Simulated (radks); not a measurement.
Problem. All-electron calculation, scalar-relativistic Kohn-Sham, LDA (Slater exchange, VWN5 correlation), spin-unpolarised, spherical densities, finite nucleus; Fermi nuclear charge, rms radius of each element as measured or else 0.836 A^(1/3) + 0.57 fm. Program: a radial shooting solver on a logarithmic mesh with Libxc functionals. Response by self-consistent Sternheimer equations with the Hartree and adiabatic LDA kernel, the relativistic mass of each level held fixed and spin-orbit coupling left out. For heavy and open-shell atoms this level of theory can miss by tens of per cent. Rank Cu+, Ge4+, Kr8+, Br7+, Ga3+, Se6+, As5+, Zn2+, Ni (NIST ground configurations) by static dipole polarisability, largest first.

Solution. Ni 43.59, Cu+ 8.163, Zn2+ 2.998, Ga3+ 1.491, Ge4+ 0.8721, As5+ 0.5641, Se6+ 0.3903, Br7+ 0.2833, Kr8+ 0.2132 bohr^3.
